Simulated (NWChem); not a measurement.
System: borohydride (BH4 anion); SMILES [BH4-]

The following NWChem deck was run.

```
start job
memory heap 200 mb stack 900 mb global 1100 mb
charge -1
geometry units angstroms noautosym nocenter noautoz
  B      0.000129    -0.000163     0.000108
  H     -0.811695    -0.819433    -0.472257
  H      0.155382    -0.224274     1.215909
  H     -0.437253     1.156152    -0.156201
  H      1.093453    -0.112350    -0.587390
end
basis spherical
  B library 6-31g*
  H library 6-31g*
end
dft
  xc xcamb88 1.00 lyp 0.81 vwn_5 0.19 hfexch 1.00
  cam 0.33 cam_alpha 0.19 cam_beta 0.46
  iterations 150
end
property
  response 1 0.0
end
task dft property
```

Parts of the log:

```
             Northwest Computational Chemistry Package (NWChem) 7.3.0
             --------------------------------------------------------

                             Geometry "geometry" -> ""
                             -------------------------

 Output coordinates in angstroms (scale by  1.889725989 to convert to a.u.)

  No.       Tag          Charge          X              Y              Z
 ---- ---------------- ---------- -------------- -------------- --------------
    1 B                    5.0000     0.00012900    -0.00016300     0.00010800
    2 H                    1.0000    -0.81169500    -0.81943300    -0.47225700
    3 H                    1.0000     0.15538200    -0.22427400     1.21590900
    4 H                    1.0000    -0.43725300     1.15615200    -0.15620100
    5 H                    1.0000     1.09345300    -0.11235000    -0.58739000

 Effective nuclear repulsion energy (a.u.)      10.0530718872

                              NWChem Property Module
                              ----------------------

                                 NWChem DFT Module
                                 -----------------

 Summary of "ao basis" -> "ao basis" (spherical)
 ------------------------------------------------------------------------------
       Tag                 Description            Shells   Functions and Types
 ---------------- ------------------------------  ------  ---------------------
 B                           6-31g*                  6       14   3s2p1d
 H                           6-31g*                  2        2   2s

            General Information
            -------------------
          SCF calculation type: DFT
          Wavefunction type:  closed shell.
          No. of atoms     :     5
          No. of electrons :    10
           Alpha electrons :     5
            Beta electrons :     5
          Charge           :    -1
          Spin multiplicity:     1
          Use of symmetry is: off; symmetry adaption is: off
          Maximum number of iterations: 150
          AO basis - number of functions:    22
                     number of shells:    14
          Convergence on energy requested:  1.00D-06
          Convergence on density requested:  1.00D-05
          Convergence on gradient requested:  5.00D-04

              XC Information
              --------------
                     Hartree-Fock (Exact) Exchange  1.000
                   CAM-Becke88 Exchange Functional  1.000
                      VWN V Correlation Functional  0.190 local
              Lee-Yang-Parr Correlation Functional  0.810

           Range-Separation Parameters
           ---------------------------
           Alpha           :  0.19
           Beta            :  0.46
           Gamma           :  0.33
           Short-Range HF  :     F

             Grid Information
             ----------------
          Grid used for XC integration:  medium
          Radial quadrature: Mura-Knowles
          Angular quadrature: Lebedev.
          Tag              B.-S. Rad. Rad. Pts. Rad. Cut. Ang. Pts.
          ---              ---------- --------- --------- ---------
          B                   0.85       49           6.0       434
          H                   0.35       45           7.0       434
          Grid pruning is: on
          Number of quadrature shells:   229
          Spatial weights used:  Erf1

      Superposition of Atomic Density Guess
      -------------------------------------

 Sum of atomic energies:         -26.51901865

 Renormalizing density from       9.00 to     10

      Non-variational initial energy
      ------------------------------

 Total energy =     -28.789049
 1-e energy   =     -59.993283
 2-e energy   =      21.151162
 HOMO         =      -0.029849
 LUMO         =       0.540521

   convergence    iter        energy       DeltaE   RMS-Dens  Diis-err
 ---------------- ----- ----------------- --------- --------- ---------
 d= 0,ls=0.0,diis     1    -27.1524779062 -3.72D+01  3.04D-02  2.71D-01
 d= 0,ls=0.0,diis     2    -27.1926124537 -4.01D-02  1.11D-02  1.16D-01
 d= 0,ls=0.0,diis     3    -27.2117921230 -1.92D-02  1.63D-03  3.98D-04
 d= 0,ls=0.0,diis     4    -27.2119185851 -1.26D-04  2.01D-04  3.58D-06
 d= 0,ls=0.0,diis     5    -27.2119199527 -1.37D-06  2.52D-05  3.44D-08
 d= 0,ls=0.0,diis     6    -27.2119199638 -1.10D-08  2.14D-06  2.53D-10

         Total DFT energy =      -27.211919963776
      One electron energy =      -57.741949135623
           Coulomb energy =       26.206280443402
    Exchange-Corr. energy =       -5.729323158719
 Nuclear repulsion energy =       10.053071887165

 Numeric. integr. density =        9.999999920592

                       DFT Final Molecular Orbital Analysis
                       ------------------------------------

 Vector    3  Occ=2.000000D+00  E=-9.477787D-02
              MO Center=  2.2D-01, -6.4D-02,  9.7D-02, r^2= 1.9D+00
   Bfn.  Coefficient  Atom+Function         Bfn.  Coefficient  Atom+Function
  ----- ------------  ---------------      ----- ------------  ---------------
    22     -0.288709  5 H  s                 18      0.282004  3 H  s
     5      0.234428  1 B  pz                21     -0.202299  5 H  s
    17      0.197623  3 H  s                  4     -0.171140  1 B  py
     3     -0.169756  1 B  px                16      0.158795  2 H  s
    20     -0.152132  4 H  s                 15      0.111267  2 H  s

 Vector    4  Occ=2.000000D+00  E=-9.463870D-02
              MO Center= -2.7D-01, -7.9D-02, -6.0D-02, r^2= 1.9D+00
   Bfn.  Coefficient  Atom+Function         Bfn.  Coefficient  Atom+Function
  ----- ------------  ---------------      ----- ------------  ---------------
    16      0.320088  2 H  s                  4     -0.259885  1 B  py
    20     -0.241777  4 H  s                 15      0.224189  2 H  s
     5     -0.211220  1 B  pz                18     -0.193018  3 H  s
    19     -0.169390  4 H  s                 17     -0.135231  3 H  s
     8     -0.116228  1 B  py                22      0.114942  5 H  s

 Vector    5  Occ=2.000000D+00  E=-9.451644D-02
              MO Center=  4.7D-02,  1.4D-01, -3.7D-02, r^2= 1.9D+00
   Bfn.  Coefficient  Atom+Function         Bfn.  Coefficient  Atom+Function
  ----- ------------  ---------------      ----- ------------  ---------------
     3      0.288651  1 B  px                20     -0.277353  4 H  s
    22      0.248956  5 H  s                 18      0.204189  3 H  s
    19     -0.194240  4 H  s                 16     -0.175810  2 H  s
    21      0.174331  5 H  s                 17      0.142996  3 H  s
     7      0.129192  1 B  px                 4     -0.127332  1 B  py

 Vector    6  Occ=0.000000D+00  E= 4.652869D-01
              MO Center=  7.1D-03,  7.7D-03, -7.6D-03, r^2= 3.3D+00
   Bfn.  Coefficient  Atom+Function         Bfn.  Coefficient  Atom+Function
  ----- ------------  ---------------      ----- ------------  ---------------
     7      1.519411  1 B  px                22     -1.146899  5 H  s
    20      1.117034  4 H  s                 16      0.949377  2 H  s
    18     -0.921509  3 H  s                  9      0.612010  1 B  pz
     8     -0.485910  1 B  py                 3      0.213385  1 B  px
     5      0.085915  1 B  pz                 4     -0.068201  1 B  py

 Vector    7  Occ=0.000000D+00  E= 4.653970D-01
              MO Center= -3.3D-02, -4.3D-03, -1.2D-02, r^2= 3.3D+00
   Bfn.  Coefficient  Atom+Function         Bfn.  Coefficient  Atom+Function
  ----- ------------  ---------------      ----- ------------  ---------------
    16      1.358304  2 H  s                  8      1.346074  1 B  py
    20     -1.171013  4 H  s                  9      1.054903  1 B  pz
    18     -0.827032  3 H  s                 22      0.648178  5 H  s
     4      0.188906  1 B  py                 5      0.148015  1 B  pz
    15      0.070703  2 H  s                 19     -0.061167  4 H  s

 Vector    8  Occ=0.000000D+00  E= 4.655212D-01
              MO Center=  2.7D-02, -5.6D-03,  1.9D-02, r^2= 3.3D+00
   Bfn.  Coefficient  Atom+Function         Bfn.  Coefficient  Atom+Function
  ----- ------------  ---------------      ----- ------------  ---------------
    18     -1.306407  3 H  s                 22      1.228588  5 H  s
     9      1.199904  1 B  pz                 8     -0.936950  1 B  py
     7     -0.783208  1 B  px                20      0.783592  4 H  s
    16     -0.705918  2 H  s                  5      0.168177  1 B  pz
     4     -0.131360  1 B  py                 3     -0.109838  1 B  px

     Multipole analysis of the density
     ---------------------------------

     L   x y z        total         alpha         beta         nuclear
     -   - - -        -----         -----         ----         -------
     0   0 0 0     -1.000000     -5.000000     -5.000000      9.000000

     1   1 0 0      0.000019     -0.000493     -0.000493      0.001005
     1   0 1 0      0.000192      0.000776      0.000776     -0.001361
     1   0 0 1      0.000150     -0.000493     -0.000493      0.001136

[...]

 DFT Linear Response polarizability / au
 Frequency  =       0.0000000 / au
              X              Y              Z
 -----------------------------------------------
 X      19.7522848      0.0109223     -0.0101105
 Y       0.0109223     19.7627809     -0.0020419
 Z      -0.0101105     -0.0020419     19.7579711
 -----------------------------------------------
 Eigenvalues =      19.7415871     19.7734114     19.7580382
 Isotropic   =      19.7576789
 Anisotropic =       0.0275660
 -----------------------------------------------

 Magnetic Dipole Response Matrix (nonzero elements):

 Exiting AOResponse driver routine
```

Level: CAM-B3LYP/6-31G* (spherical d). Sets without diffuse functions describe the anion's extra electron poorly. Structure relaxed at the B3LYP/def2-SVPD level.
